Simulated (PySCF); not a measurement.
**Rh6+: what the settings change**

The free ion Rh6+ in its d3 configuration.

Method (PySCF 2.14, density fitting): CASSCF(3,5) with orbitals averaged over all microstates of the shell, strongly contracted NEVPT2 on the averaged canonical orbitals; basis x2c-TZVPall; spin-free X2C; gas phase; spin-orbit coupling by state interaction with the mean-field operator over all roots.

Base run: NEVPT2 ground state 4F, next 4P at 13924, then 2G at 16078 cm⁻¹, B(NEVPT2) 934, ζ 1776 cm⁻¹, μeff(300 K) 1.08 μB.

**Question.** What happens with the bare-nucleus spin-orbit operator, which lacks the electrons' screening?

**Answer.** NEVPT2 ground state 4F, next 4P at 13924, then 2G at 16078 cm⁻¹, B(NEVPT2) 934, ζ 2458 cm⁻¹, μeff(300 K) 1.01 μB.
